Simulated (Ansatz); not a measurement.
Cost and result up the ladder for TaS(OH)3 (TaSO3H3) (8 atoms). The state is a singlet with charge 0. Geometry: PBE-D4/def2-SVP.

```xyz
8

Ta   -0.030    0.004   -0.021
S    -1.813    0.224   -1.273
O     0.260    1.611    0.971
H    -0.222    2.454    1.010
O     1.491   -0.341   -1.126
H     1.597   -0.429   -2.088
O    -0.274   -1.453    1.192
H    -1.010   -2.071    1.335
```

Ansatz on 4 threads of Arm Neoverse V2 on a shared host. Times are rough, and most runs start from the orbitals of an earlier one. ωB97M-V/def2-TZVP serves as the yardstick here, not as an exact answer. Differences are given only for rows in sets of like size (and for xTB, whose basis is part of the method), since another set adds its own error. Binding counts from free atoms at the same level (Ta quartet, S triplet, O triplet, H doublet; other spins of the atoms weren't run), without zero-point energy or a counterpoise term.

In the def2 sets Ta takes a core potential; there is no spin–orbit coupling. HSE06 is defined as in plane-wave codes, on full-range PBE exchange. Correlated methods freeze 8 core orbitals; core or outer-core shells of Ta are correlated, in sets that lack core-valence functions.

Correlated methods converge slowly with the basis.

```tsv
level	functions	wall time	binding energy per atom (eV)	difference from ωB97M-V/def2-TZVP (eV)
LDA (SPW92)/def2-TZVP	188	1 s	5.29	0.82
PBE-D4/def2-SVP	107	1.1 s	4.67	–
PBE0-D4/def2-SVP	107	1.2 s	4.44	–
PBE-D4/def2-TZVP	188	1.8 s	4.66	0.19
revPBE-D4/def2-TZVP	188	1.8 s	4.51	0.04
PBE0-D4/def2-TZVP	188	2.3 s	4.45	-0.02
HSE06-D4/def2-TZVP	188	2.4 s	4.46	-0.01
BHLYP-D4/def2-TZVP	188	2.6 s	4.19	-0.27
r2SCAN-D4/def2-TZVP (with forces)	188	4.3 s	4.55	0.08
r2SCANh-D4/def2-TZVP	188	4.5 s	4.47	0.00
ωB97X-V/def2-TZVP	188	7 s	4.51	0.04
ωB97M-V/def2-TZVP	188	8 s	4.47	0.00
CCSD(T)/def2-TZVP	188	97 s	4.38	-0.09
```
